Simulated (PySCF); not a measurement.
Compound: C6H12N2Si.
SMILES with atom numbers: `[N:1]#[C:2][SiH2:3][CH2:4][NH:5][CH2:6][CH:7]1[CH2:8][CH2:9]1`

Geometry (GFN2-xTB, Å), atoms numbered from 1 in this order:
```
atom  x, y, z in Å
N1     5.0465   -1.7227   -0.3906
C2     4.3043   -0.8513   -0.3370
Si3    3.0828    0.5621   -0.2460
C4     1.4139   -0.1919    0.2844
N5     0.4344    0.8821    0.3339
C6    -0.8094    0.5584    1.0135
C7    -1.6725   -0.4761    0.3167
C8    -2.5123   -0.0600   -0.8539
C9    -3.1636   -0.4137    0.4483
H10    3.0099    1.1217   -1.6000
H11    3.5865    1.5164    0.7393
H12    1.1141   -1.0256   -0.3699
H13    1.5000   -0.6048    1.2940
H14    0.2273    1.1992   -0.6083
H15   -1.3722    1.4920    1.1112
H16   -0.5508    0.2102    2.0190
H17   -1.2298   -1.4647    0.2761
H18   -2.4981    0.9805   -1.1456
H19   -2.6190   -0.7403   -1.6852
H20   -3.5869    0.3851    1.0383
H21   -3.7141   -1.3397    0.5159
```

NICS = −σ at a ghost point: NICS(0) at the centroid of the ring atoms, NICS(1) 1 Å to either side along the normal of their mean plane, zz for the tensor component along that normal. Level: GIAO PBE0/pcSseg-1 (PySCF, non-relativistic, gas phase) on the GFN2-xTB geometry, one conformer.

Ring bond lengths (Å), with Mayer bond orders in brackets: C7–C8 1.500 (0.94), C8–C9 1.498 (0.98), C9–C7 1.498 (0.95).

**Question.** Give the NICS values of each ring in ppm.

**Answer.** 
```csv
ring,type,NICS(0),"NICS(1), two faces","NICS(1)zz, two faces",rms pucker (Å),"centre to ring atoms, mean (Å)"
C7–C8–C9,3-membered carbocycle; formal bonds all single,-44.1,-8.8 / -8.8,-23.6 / -21.4,0.00,0.87
```

**Question.** What can be read from them?

**Answer.** 
- C7–C8–C9: mean NICS(1)zz -22.5 ppm, shielded. C7, C8, C9 have four or more neighbours, and the NICS criterion for π rings isn't applied. NICS(0) lies 35 ppm below the mean NICS(1).

**Question.** What is the mean of the two in-plane components of NICS at the second NICS(1) probe listed for ring C7–C8–C9, 1 Å off the ring?

**Answer.** The isotropic value is a third of the trace: (3 × -8.8 − (-21.4))/2 = -2.5 ppm.

**Question.** List the ring angles and the Hirshfeld charges of the ring atoms.

**Answer.** 
- C7–C8–C9: C7 60.0° (-0.047 e), C8 60.0° (-0.094 e), C9 60.1° (-0.089 e); sum 180.0° against 180° for a flat convex ring.
